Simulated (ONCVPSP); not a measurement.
# Scattering properties, ONCV potential for Li

```
Element                 : Li
Generator               : ONCVPSP 4.0.1
Type                    : optimised norm-conserving Vanderbilt (ONCV)
Functional              : PBE
Relativity              : scalar-relativistic
Frozen core             : [He]
Valence charge          : 1
Reference configuration : 2s1
Partial waves           : 2s: rc 3.35 bohr, ncon 4, nbas 7, qcut 1.8 1/bohr, 2 projectors, debl 1 Ha; p scattering state at 0.18 Ha: rc 2.80 bohr, ncon 4, nbas 7, qcut 3.3 1/bohr, local
Local potential         : the p channel
Core correction         : none
```

In the p channel the program set the typed energies aside and used 0.050 Ha.

The phase is arctan(r·R′/R) of the radial function R(r), unwrapped; energies in Ha, scanned from -2 to 5 Ha. A pole is an energy at which the radial function vanishes at the test radius. The pseudo phase is shifted by a multiple of π to meet the all-electron one at the reference energy, and phase errors are pseudo minus all-electron; the curves can meet again beyond the range given. Levels narrower than the energy grid can be missing from the lists of poles. Where the grid stepped over a known ghost or core level, its pole and its step of π were put in at the level’s energy.

```csv
channel,radius (bohr),reference energy (Ha),"poles, all-electron","poles, pseudo",unbroken range about the reference energy with phases within 0.05 rad,phase error 1 Ha above the reference energy (rad)
s,3.40,-0.11,"-1.91, 0.30, 2.09, 4.87","0.30, 1.92, 3.16",-1.9 to 2.0,+0.000
p,2.84,0.05,"0.55, 2.64","0.57, 2.96",below 0.8,+0.159
```

Phases in the p channel:

```csv
E (Ha),all-electron,pseudo
-1.98,1.350,1.351
-1.62,1.319,1.320
-1.26,1.272,1.274
-0.90,1.192,1.195
-0.54,1.007,1.012
-0.18,0.249,0.257
0.18,-1.186,-1.184
0.54,-1.565,-1.551
0.90,-1.835,-1.767
1.26,-2.978,-2.272
1.62,-4.348,-4.037
1.98,-4.566,-4.472
2.34,-4.658,-4.601
2.70,-4.722,-4.672
3.06,-4.785,-4.727
3.42,-4.878,-4.784
3.78,-5.130,-4.868
4.14,-6.832,-5.077
4.50,-7.576,-6.523
4.86,-7.715,-7.537
```
